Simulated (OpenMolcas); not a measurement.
**Xe4+: CASPT2 settings compared**

```
Program             : OpenMolcas
Basis               : ANO-R2 [7s6p4d2f1g]
Scalar Hamiltonian  : X2C, finite nucleus
Active space        : 2 electrons in 3 orbitals (5p)
State averaging     : 2S+1 = 3 even, 3 roots; 2S+1 = 1 even, 6 roots kept (CI in the orbitals of an earlier block)
Spin-orbit coupling : state interaction with AMFI integrals over the reference wave functions, term energies averaged over their components
```

Methods on the same reference wave functions:
A. CASSCF
B. SS-CASPT2, IPEA 0.15 Eh, sigma2 regulariser 0.05 Eh (closed shells correlated: 4d 5s)
C. SS-CASPT2, IPEA 0.2 Eh, sigma2 regulariser 0.3 Eh (closed shells correlated: 4d 5s)
D. SS-CASPT2, IPEA 0.15 Eh, sigma2 regulariser 0.4 Eh (closed shells correlated: 4d 5s)

Energies in cm-1 above 5s2 5p2 3P0, the measured ground level; measured values from Saloman, J. Phys. Chem. Ref. Data 33, 765 (2004).

| Level | A | B | C | D | Measured |
| --- | --- | --- | --- | --- | --- |
| 5s2 5p2 3P0 | 0.0 | 0.0 | 0.0 | 0.0 | 0.0 |
| 5s2 5p2 3P1 | 7587 | 8090 | 8090 | 8090 | 9292 |
| 5s2 5p2 3P2 [71 %] | 13106 | 12860 | 12850 | 12860 | 14127 |
| 5s2 5p2 1D2 [71 %] | 28191 | 26340 | 26310 | 26340 | 28411 |
| 5s2 5p2 1S0 | 48243 | 42760 | 42750 | 42760 | 44470 |

Deviations, from unrounded energies. A percentage is the sum of absolute deviations over the sum of measured energies, with the sign that they share, or ± where signs differ.

| Against measurement | Levels | A | B | C | D |
| --- | --- | --- | --- | --- | --- |
| mean absolute deviation (cm-1) | 4 | 1700 | 1600 | 1600 | 1600 |
| fine structure of the ground term (%) | 2 | -11.6 | -10.5 | -10.6 | -10.5 |
| other terms of the ground configuration (%) | 2 | ±5.5 | -5.2 | -5.2 | -5.2 |

B, C, D lie about equally close to measurement and A furthest from it. The largest miss of B in the table is 5s2 5p2 1D2 [71 %], by -2100 cm-1. The ranking rests on the paired levels alone, and a cruder setting can come out closer through cancelling errors.

Among B to D the level of the table that moves most is 5s2 5p2 1D2 [71 %], by 29 cm-1 (lowest in C, highest in B). Moves below CASPT2's spread within the term are not significant.

The mean deviations of B to D differ by less than CASPT2's widest spread within a term (77 cm-1), so their order carries little weight.

From A to B the spin-free energies of the other terms of 5s2 5p2 shown, above 3P, scale by factors of 0.76 to 0.80.

The lowest spin-free term lies below A's lowest term by 0.522 hartree in B, 0.521 hartree in C, 0.522 hartree in D.

Term energies are means over components that CASPT2 splits; among the terms shown or strongly mixed into the levels shown the widest spread is 77 cm-1 (5s2 5p2 1D, C). Terms from blocks run as CI alone lack orbitals of their own. With the s shell closed, the reference lacks s² → p² mixing. Computed and measured levels are paired by configuration, term and J; levels that our copy of the source lacks, or whose pairing is in doubt (as where it misses far off the trend of its configuration), stay unpaired and out of the deviations. Levels of configurations outside the active space are missing.

A share in square brackets marks a mixed level and gives the weight of the term that names it, the lowest over the columns.
